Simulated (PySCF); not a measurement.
C10H10Ni, triplet, GFN2-xTB optimised geometry.

```
21

Ni    -0.02     0.15     0.00
C      2.18     0.15     0.00
C      1.72     1.49     0.00
C      0.98     1.70    -1.19
C      0.98     0.49    -1.93
C      1.72    -0.47    -1.19
H      2.87    -0.28     0.71
H      2.00     2.25     0.71
H      0.60     2.65    -1.54
H      0.60     0.36    -2.93
H      2.00    -1.45    -1.54
C     -1.88     0.78     0.96
C     -1.11     0.05     1.90
C     -0.94    -1.26     1.40
C     -1.61    -1.35     0.16
C     -2.20    -0.09    -0.12
H     -2.28     1.77     1.11
H     -0.82     0.40     2.88
H     -0.49    -2.09     1.94
H     -1.76    -2.25    -0.41
H     -2.87     0.13    -0.93
```

Density from unrestricted B3LYP/def2-SVP in PySCF 2.14.0 at that geometry.

Minimum of the electron density along straight lines between bonded atoms, close to the bond critical point (lines longer than 1.1 times the sum of covalent radii, or with two minima, are not listed):

```json
[
 {"bond": "Ni1–C2", "length / Å": "2.196", "ρ at the minimum / e bohr⁻³": "0.059", "∇²ρ there / e bohr⁻⁵": "0.22", "position (fraction from the first atom)": "0.48"},
 {"bond": "Ni1–C3", "length / Å": "2.196", "ρ at the minimum / e bohr⁻³": "0.059", "∇²ρ there / e bohr⁻⁵": "0.22", "position (fraction from the first atom)": "0.48"},
 {"bond": "C2–C3", "length / Å": "1.420", "ρ at the minimum / e bohr⁻³": "0.293", "∇²ρ there / e bohr⁻⁵": "-0.69", "position (fraction from the first atom)": "0.50"},
 {"bond": "Ni1–C4", "length / Å": "2.196", "ρ at the minimum / e bohr⁻³": "0.059", "∇²ρ there / e bohr⁻⁵": "0.22", "position (fraction from the first atom)": "0.48"},
 {"bond": "C3–C4", "length / Å": "1.420", "ρ at the minimum / e bohr⁻³": "0.293", "∇²ρ there / e bohr⁻⁵": "-0.69", "position (fraction from the first atom)": "0.50"},
 {"bond": "Ni1–C5", "length / Å": "2.196", "ρ at the minimum / e bohr⁻³": "0.059", "∇²ρ there / e bohr⁻⁵": "0.22", "position (fraction from the first atom)": "0.48"},
 {"bond": "C4–C5", "length / Å": "1.420", "ρ at the minimum / e bohr⁻³": "0.293", "∇²ρ there / e bohr⁻⁵": "-0.69", "position (fraction from the first atom)": "0.50"},
 {"bond": "Ni1–C6", "length / Å": "2.196", "ρ at the minimum / e bohr⁻³": "0.059", "∇²ρ there / e bohr⁻⁵": "0.22", "position (fraction from the first atom)": "0.48"},
 {"bond": "C2–C6", "length / Å": "1.420", "ρ at the minimum / e bohr⁻³": "0.293", "∇²ρ there / e bohr⁻⁵": "-0.69", "position (fraction from the first atom)": "0.50"},
 {"bond": "C5–C6", "length / Å": "1.420", "ρ at the minimum / e bohr⁻³": "0.293", "∇²ρ there / e bohr⁻⁵": "-0.69", "position (fraction from the first atom)": "0.50"},
 {"bond": "C2–H7", "length / Å": "1.079", "ρ at the minimum / e bohr⁻³": "0.282", "∇²ρ there / e bohr⁻⁵": "-1.07", "position (fraction from the first atom)": "0.63"},
 {"bond": "C3–H8", "length / Å": "1.079", "ρ at the minimum / e bohr⁻³": "0.282", "∇²ρ there / e bohr⁻⁵": "-1.07", "position (fraction from the first atom)": "0.63"},
 {"bond": "C4–H9", "length / Å": "1.079", "ρ at the minimum / e bohr⁻³": "0.282", "∇²ρ there / e bohr⁻⁵": "-1.07", "position (fraction from the first atom)": "0.63"},
 {"bond": "C5–H10", "length / Å": "1.079", "ρ at the minimum / e bohr⁻³": "0.282", "∇²ρ there / e bohr⁻⁵": "-1.07", "position (fraction from the first atom)": "0.63"},
 {"bond": "C6–H11", "length / Å": "1.079", "ρ at the minimum / e bohr⁻³": "0.282", "∇²ρ there / e bohr⁻⁵": "-1.07", "position (fraction from the first atom)": "0.63"},
 {"bond": "Ni1–C12", "length / Å": "2.196", "ρ at the minimum / e bohr⁻³": "0.059", "∇²ρ there / e bohr⁻⁵": "0.22", "position (fraction from the first atom)": "0.48"},
 {"bond": "Ni1–C13", "length / Å": "2.196", "ρ at the minimum / e bohr⁻³": "0.059", "∇²ρ there / e bohr⁻⁵": "0.22", "position (fraction from the first atom)": "0.48"},
 {"bond": "C12–C13", "length / Å": "1.420", "ρ at the minimum / e bohr⁻³": "0.293", "∇²ρ there / e bohr⁻⁵": "-0.69", "position (fraction from the first atom)": "0.50"},
 {"bond": "Ni1–C14", "length / Å": "2.196", "ρ at the minimum / e bohr⁻³": "0.059", "∇²ρ there / e bohr⁻⁵": "0.22", "position (fraction from the first atom)": "0.48"},
 {"bond": "C13–C14", "length / Å": "1.420", "ρ at the minimum / e bohr⁻³": "0.293", "∇²ρ there / e bohr⁻⁵": "-0.69", "position (fraction from the first atom)": "0.50"},
 {"bond": "Ni1–C15", "length / Å": "2.196", "ρ at the minimum / e bohr⁻³": "0.059", "∇²ρ there / e bohr⁻⁵": "0.22", "position (fraction from the first atom)": "0.48"},
 {"bond": "C14–C15", "length / Å": "1.420", "ρ at the minimum / e bohr⁻³": "0.293", "∇²ρ there / e bohr⁻⁵": "-0.69", "position (fraction from the first atom)": "0.50"},
 {"bond": "Ni1–C16", "length / Å": "2.196", "ρ at the minimum / e bohr⁻³": "0.059", "∇²ρ there / e bohr⁻⁵": "0.22", "position (fraction from the first atom)": "0.48"},
 {"bond": "C12–C16", "length / Å": "1.420", "ρ at the minimum / e bohr⁻³": "0.293", "∇²ρ there / e bohr⁻⁵": "-0.69", "position (fraction from the first atom)": "0.50"},
 {"bond": "C15–C16", "length / Å": "1.420", "ρ at the minimum / e bohr⁻³": "0.293", "∇²ρ there / e bohr⁻⁵": "-0.69", "position (fraction from the first atom)": "0.50"},
 {"bond": "C12–H17", "length / Å": "1.079", "ρ at the minimum / e bohr⁻³": "0.282", "∇²ρ there / e bohr⁻⁵": "-1.07", "position (fraction from the first atom)": "0.63"},
 {"bond": "C13–H18", "length / Å": "1.079", "ρ at the minimum / e bohr⁻³": "0.282", "∇²ρ there / e bohr⁻⁵": "-1.07", "position (fraction from the first atom)": "0.63"},
 {"bond": "C14–H19", "length / Å": "1.079", "ρ at the minimum / e bohr⁻³": "0.282", "∇²ρ there / e bohr⁻⁵": "-1.07", "position (fraction from the first atom)": "0.63"},
 {"bond": "C15–H20", "length / Å": "1.079", "ρ at the minimum / e bohr⁻³": "0.282", "∇²ρ there / e bohr⁻⁵": "-1.07", "position (fraction from the first atom)": "0.63"},
 {"bond": "C16–H21", "length / Å": "1.079", "ρ at the minimum / e bohr⁻³": "0.282", "∇²ρ there / e bohr⁻⁵": "-1.07", "position (fraction from the first atom)": "0.63"}
]
```
